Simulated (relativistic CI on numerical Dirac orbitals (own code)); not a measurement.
Calculated at this level of theory: Dirac-Coulomb-Breit CI, KLI orbitals optimised for each configuration, QED by a radiative potential, unscaled Slater integrals (own radial code, finite nucleus).

Configuration list (outside the closed core [Ne]): 3s², 3s3p, 3p², 3s3d, 3d², 3p3d, 3p4s, 3d4s, 3s4s, 3s4p, 3s4d, 3s4f, 3s5s, 3s5p, 3s5d, 4s², 3s5f, 3s5g, 3s6s, 3s6p, 3s6d. Levels of other configurations are missing.

At this charge energies of transitions that change n are usually good to better than 1 %, and those within a shell (Δn = 0) to a few per cent.

Outline of the computed level scheme of Tl LXX. Lowest level of each configuration: 3s² ¹S0 at 0.00 eV; 3s3p ³P°0 at 161.85 eV; 3p² ³P0 at 385.99 eV; 3s3d ³D1 at 970.95 eV; 3p3d ³F°2 at 1144.93 eV; 3d² ³F2 at 1957.67 eV; 3s4s ³S1 at 4003.07 eV; 3s4p ³P°0 at 4087.44 eV; 3p4s ³P°1 at 4195.08 eV.

Some strong electric-dipole decays among the lowest 43 levels: 3s4s ¹S0 → 3s3p ¹P°1 (8.0e+13 s⁻¹); 3p4s ³P°0 → 3p² ³P1 (7.7e+13 s⁻¹); 3s4p ¹P°1 → 3s² ¹S0 (6.7e+13 s⁻¹); 3s4s ³S1 → 3s3p ³P°2 (6.6e+13 s⁻¹); 3s4p ³P°1 → 3s² ¹S0 (6.2e+13 s⁻¹); 3p4s ³P°1 → 3p² ¹D2 (5.0e+13 s⁻¹); 3s4s ¹S0 → 3s3p ³P°1 (2.1e+13 s⁻¹); 3s4s ³S1 → 3s3p ³P°1 (1.9e+13 s⁻¹).

LS names give the leading component of a level, which can be under half, so a name can repeat, a term be missing and a line seem to break the LS rules.
